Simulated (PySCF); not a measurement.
PySCF job for C3H9NSi2, SMILES C#C[Si@@H](C)N[SiH3], TDA-LC-ωPBE/def2-SVPD. Geometry: B3LYP-D3(BJ)/def2-SVP. The structure was generated by enumeration; whether it is a known compound was not checked. Other conformers were not sampled.

```python
import numpy as np
from pyscf import gto, scf, dft, tdscf

mol = gto.M(
    atom='''
    C    -0.57899706   -0.12049047    2.93798766
    C    -0.69236710   -0.33789247    1.74471786
    Si   -0.83829948   -0.62921717   -0.07444311
    C    -1.93819097    0.70872413   -0.78741996
    N     0.73194433   -0.64233068   -0.83706870
    Si    1.89324978    0.65463279   -0.95342023
    H    -0.47808606    0.06836280    3.99125061
    H    -1.42112418   -1.98455157   -0.27838795
    H    -1.49048714    1.70306296   -0.63372800
    H    -2.08067351    0.55560798   -1.86890210
    H    -2.92426647    0.70188618   -0.29623534
    H     1.08212503   -1.57159406   -1.06054390
    H     3.04082678    0.50593686   -0.00701310
    H     1.17265979    1.91918477   -0.63706416
    H     2.46344217    0.74055326   -2.33152156
    ''',
    basis='def2-SVPD',
    charge=0,
    spin=0,
    max_memory=1600,
    verbose=4,
)
mf = dft.RKS(mol, xc='lc_wpbe').density_fit(auxbasis='def2-universal-jkfit')
mf.grids.level = 3
mf.conv_tol = 1e-9
mf.max_cycle = 100
mf.kernel()
mf.grids = dft.Grids(mol).set(level=1).build(with_non0tab=True)  # coarser grid for the response kernel
td = tdscf.TDA(mf)
td.singlet = True
td.nstates = 10
td.conv_tol = 1e-4
td.positive_eig_threshold = 1e-6
td.kernel(x0=td.get_init_guess(mf, 15))
td.analyze()
tt = tdscf.TDA(mf)
tt.singlet = False
tt.nstates = 4
tt.conv_tol = 1e-4
tt.positive_eig_threshold = 1e-6
tt.kernel(x0=tt.get_init_guess(mf, 9))
tt.analyze(verbose=3)
```

It prints:

```
PySCF version 2.14.0

[INPUT] verbose = 4
[INPUT] num. atoms = 15
[INPUT] num. electrons = 62
[INPUT] charge = 0
[INPUT] spin (= nelec alpha-beta = 2S) = 0
[INPUT] symmetry False subgroup None
[INPUT] Mole.unit = angstrom
[INPUT] Symbol           X                Y                Z      unit          X                Y                Z       unit  Magmom
[INPUT]  1 C     -0.578997060000  -0.120490470000   2.937987660000 AA   -1.094145870328  -0.227693988920   5.551992034752 Bohr   0.0
[INPUT]  2 C     -0.692367100000  -0.337892470000   1.744717860000 AA   -1.308384196659  -0.638524227853   3.297038920037 Bohr   0.0
[INPUT]  3 Si    -0.838299480000  -0.629217170000  -0.074443110000 AA   -1.584156427565  -1.189048124174  -0.140677089761 Bohr   0.0
[INPUT]  4 C     -1.938190970000   0.708724130000  -0.787419960000 AA   -3.662650110405   1.339294503571  -1.488008069416 Bohr   0.0
[INPUT]  5 N      0.731944330000  -0.642330680000  -0.837068700000 AA    1.383174322128  -1.213829066606  -1.581830590446 Bohr   0.0
[INPUT]  6 Si     1.893249780000   0.654632790000  -0.953420230000 AA    3.577723569593   1.237076685260  -1.801703116320 Bohr   0.0
[INPUT]  7 H     -0.478086060000   0.068362800000   3.991250610000 AA   -0.903451717372   0.129186969108   7.542370547403 Bohr   0.0
[INPUT]  8 H     -1.421124180000  -1.984551570000  -0.278387950000 AA   -2.685535489197  -3.750258947376  -0.526076981879 Bohr   0.0
[INPUT]  9 H     -1.490487140000   1.703062960000  -0.633728000000 AA   -2.816612486786   3.218322567291  -1.197572357468 Bohr   0.0
[INPUT] 10 H     -2.080673510000   0.555607980000  -1.868902100000 AA   -3.931903088537   1.049946914823  -3.531713122625 Bohr   0.0
[INPUT] 11 H     -2.924266470000   0.701886180000  -0.296235340000 AA   -5.526062743549   1.326372650817  -0.559803661017 Bohr   0.0
[INPUT] 12 H      1.082125030000  -1.571594060000  -1.060543900000 AA    2.044919939237  -2.969882352393  -2.004137514078 Bohr   0.0
[INPUT] 13 H      3.040826780000   0.505936860000  -0.007013100000 AA    5.746329806443   0.956082101722  -0.013252838284 Bohr   0.0
[INPUT] 14 H      1.172659790000   1.919184770000  -0.637064160000 AA    2.216005840390   3.626733597736  -1.203876786176 Bohr   0.0
[INPUT] 15 H      2.463442170000   0.740553260000  -2.331521560000 AA    4.655231025004   1.399442842054  -4.405937201919 Bohr   0.0

nuclear repulsion = 334.6028099077
number of shells = 88
number of NR pGTOs = 294
number of NR cGTOs = 200
basis = def2-SVPD
ecp = {}


[settings echo left out]
init E= -753.116272431119
  HOMO = -0.314143045915328  LUMO = -0.0236578193217492  gap/eV = 7.90451
cycle= 1 E= -752.809189577607  delta_E= 0.307  |g|= 0.44  |ddm|= 6.88
  HOMO = -0.326252437629742  LUMO = 0.0709392743117818  gap/eV = 10.80814
cycle= 2 E= -752.840533584012  delta_E= -0.0313  |g|= 0.323  |ddm|= 1.35
  HOMO = -0.387538434972947  LUMO = 0.0625570570906886  gap/eV = 12.24772
cycle= 3 E= -752.862652098069  delta_E= -0.0221  |g|= 0.0755  |ddm|= 0.461
  HOMO = -0.374370267698616  LUMO = 0.0669888869456496  gap/eV = 12.00999
cycle= 4 E= -752.864030500179  delta_E= -0.00138  |g|= 0.0282  |ddm|= 0.276
  HOMO = -0.374645099433056  LUMO = 0.0675322873140862  gap/eV = 12.03226
cycle= 5 E= -752.864225637806  delta_E= -0.000195  |g|= 0.00973  |ddm|= 0.0852
  HOMO = -0.375542047585124  LUMO = 0.0674974329081186  gap/eV = 12.05572
cycle= 6 E= -752.864249793025  delta_E= -2.42e-05  |g|= 0.00235  |ddm|= 0.0269
  HOMO = -0.375592322939419  LUMO = 0.0673800061812937  gap/eV = 12.05389
cycle= 7 E= -752.864251429743  delta_E= -1.64e-06  |g|= 0.000456  |ddm|= 0.00836
  HOMO = -0.375576094587471  LUMO = 0.0674030544675528  gap/eV = 12.05408
cycle= 8 E= -752.86425154207  delta_E= -1.12e-07  |g|= 0.000162  |ddm|= 0.00223
  HOMO = -0.375578684937551  LUMO = 0.0674077904076786  gap/eV = 12.05428
cycle= 9 E= -752.864251556217  delta_E= -1.41e-08  |g|= 5.33e-05  |ddm|= 0.000704
  HOMO = -0.375582546522792  LUMO = 0.0674056633243389  gap/eV = 12.05432
cycle= 10 E= -752.864251558459  delta_E= -2.24e-09  |g|= 1.72e-05  |ddm|= 0.000211
  HOMO = -0.375582458375226  LUMO = 0.0674058737026244  gap/eV = 12.05433
cycle= 11 E= -752.864251558939  delta_E= -4.8e-10  |g|= 6.58e-06  |ddm|= 6.97e-05
  HOMO = -0.375582200267349  LUMO = 0.0674059085918004  gap/eV = 12.05432
Extra cycle  E= -752.86425155899  delta_E= -5.12e-11  |g|= 3.74e-06  |ddm|= 1.67e-05
converged SCF energy = -752.86425155899
tot grids = 55736
Overwritten attributes  positive_eig_threshold  of <class 'pyscf.tdscf.rks.TDA'>


******** <class 'pyscf.tdscf.rks.TDA'> for <class 'pyscf.df.df_jk.DFRKS'> ********
nstates = 10 singlet
deg_eia_thresh = 1.000e-03
wfnsym = None
conv_tol = 0.0001
eigh lindep = 1e-12
eigh level_shift = 0
eigh max_cycle = 100


Excitation energies (eV)
[6.06036075 6.38404101 6.41562381 6.8877314  7.79824553 8.11731844
 8.1552678  8.37124935 8.55402587 8.66186913]

** Singlet excitation energies and oscillator strengths **
Excited State   1:      6.06036 eV    204.58 nm  f=0.0001
      29 -> 32        0.12706
      29 -> 33       -0.13704
      29 -> 34        0.25724
      30 -> 32       -0.36465
      30 -> 33       -0.22719
      30 -> 34       -0.14797
      30 -> 35        0.13399
      30 -> 36       -0.20493
      30 -> 38        0.14639
      31 -> 34        0.10938
Excited State   2:      6.38404 eV    194.21 nm  f=0.0016
      29 -> 32       -0.27320
      29 -> 34       -0.24633
      29 -> 35        0.10237
      29 -> 36       -0.14764
      30 -> 33       -0.32810
      30 -> 34        0.21135
      30 -> 38        0.18117
      31 -> 32       -0.21156
      31 -> 34       -0.10926
Excited State   3:      6.41562 eV    193.25 nm  f=0.0015
      29 -> 33        0.34977
      29 -> 34       -0.27876
      29 -> 38       -0.19905
      30 -> 32       -0.23383
      30 -> 34       -0.23523
      30 -> 36       -0.10385
      31 -> 33        0.17557
      31 -> 34       -0.14272
Excited State   4:      6.88773 eV    180.01 nm  f=0.0191
      29 -> 32       -0.19149
      31 -> 32        0.59452
      31 -> 33        0.10470
      31 -> 36       -0.16518
      31 -> 38        0.10300
Excited State   5:      7.79825 eV    158.99 nm  f=0.0208
      29 -> 33        0.14439
      29 -> 34       -0.16799
      31 -> 32        0.14851
      31 -> 33       -0.39854
      31 -> 34        0.30979
      31 -> 36        0.21888
      31 -> 37        0.15174
      31 -> 40        0.11838
Excited State   6:      8.11732 eV    152.74 nm  f=0.0321
      31 -> 34        0.27516
      31 -> 35       -0.12360
      31 -> 36       -0.21977
      31 -> 37       -0.35930
      31 -> 38        0.21405
      31 -> 39       -0.27757
Excited State   7:      8.15527 eV    152.03 nm  f=0.0150
      26 -> 32        0.12548
      29 -> 32        0.10112
      29 -> 36        0.10273
      31 -> 33       -0.41116
      31 -> 34       -0.34694
      31 -> 36       -0.26287
      31 -> 38        0.17290
Excited State   8:      8.37125 eV    148.11 nm  f=0.0089
      26 -> 33       -0.10547
      31 -> 34       -0.19047
      31 -> 35       -0.38134
      31 -> 36        0.15581
      31 -> 39       -0.35696
      31 -> 40       -0.19557
Excited State   9:      8.55403 eV    144.94 nm  f=0.0546
      30 -> 32       -0.34796
      30 -> 33        0.26755
      30 -> 34        0.22052
      30 -> 35       -0.36505
      30 -> 36       -0.16431
Excited State  10:      8.66187 eV    143.14 nm  f=0.0373
      29 -> 32       -0.21107
      29 -> 33        0.22626
      29 -> 34        0.19343
      29 -> 35       -0.32890
      29 -> 36       -0.15024
      31 -> 34        0.13371
      31 -> 36       -0.19441
      31 -> 37        0.22090
      31 -> 40       -0.14820
      31 -> 43       -0.11040

** Transition electric dipole moments (AU) **
state          X           Y           Z        Dip. S.      Osc.
  1        -0.0092      0.0178      0.0063      0.0004      0.0001
  2        -0.0437      0.0465      0.0765      0.0099      0.0016
  3         0.0816      0.0513     -0.0005      0.0093      0.0015
  4        -0.1101      0.0186     -0.3172      0.1131      0.0191
  5        -0.2950     -0.0066      0.1473      0.1088      0.0208
  6        -0.4013     -0.0213     -0.0032      0.1615      0.0321
  7         0.0767      0.0325      0.2610      0.0750      0.0150
  8         0.1978      0.0138     -0.0653      0.0436      0.0089
  9         0.1062     -0.3260      0.3781      0.2605      0.0546
 10        -0.4126      0.0670      0.0308      0.1756      0.0373

** Transition velocity dipole moments (imaginary part, AU) **
state          X           Y           Z        Dip. S.      Osc.
  1        -0.0022      0.0025     -0.0009      0.0000      0.0000
  2        -0.0130      0.0077      0.0159      0.0005      0.0014
  3         0.0177      0.0124     -0.0065      0.0005      0.0014
  4        -0.0403      0.0139     -0.0819      0.0085      0.0225
  5        -0.0686     -0.0078      0.0436      0.0067      0.0155
  6        -0.1015     -0.0051     -0.0057      0.0104      0.0232
  7         0.0442      0.0020      0.0644      0.0061      0.0136
  8         0.0439      0.0035      0.0001      0.0019      0.0042
  9         0.0315     -0.1160      0.0928      0.0231      0.0489
 10        -0.1292      0.0158     -0.0051      0.0170      0.0356

** Transition magnetic dipole moments (imaginary part, AU) **
state          X           Y           Z
  1         0.0312      0.0366      0.2028
  2         0.0782      0.0203      0.0780
  3        -0.1001      0.0129     -0.0347
  4        -0.7105     -0.0655      0.2657
  5         0.5518      0.0101      0.0910
  6        -0.0372     -0.4191      0.3960
  7        -0.4008      0.3705      0.5063
  8         0.1644     -0.6282     -0.4915
  9        -1.0644     -0.2642     -0.1348
 10        -0.1059      1.2979      0.0305


******** <class 'pyscf.tdscf.rks.TDA'> for <class 'pyscf.df.df_jk.DFRKS'> ********
nstates = 4 triplet
deg_eia_thresh = 1.000e-03
wfnsym = None
conv_tol = 0.0001
eigh lindep = 1e-12
eigh level_shift = 0
eigh max_cycle = 100


Excitation energies (eV)
[4.78900834 5.31652116 5.32726213 6.08658748]

** Triplet excitation energies and oscillator strengths **
Excited State   1:      4.78901 eV    258.89 nm  f=0.0000
Excited State   2:      5.31652 eV    233.21 nm  f=0.0000
Excited State   3:      5.32726 eV    232.74 nm  f=0.0000
Excited State   4:      6.08659 eV    203.70 nm  f=0.0000
```

Self-consistency was reached.
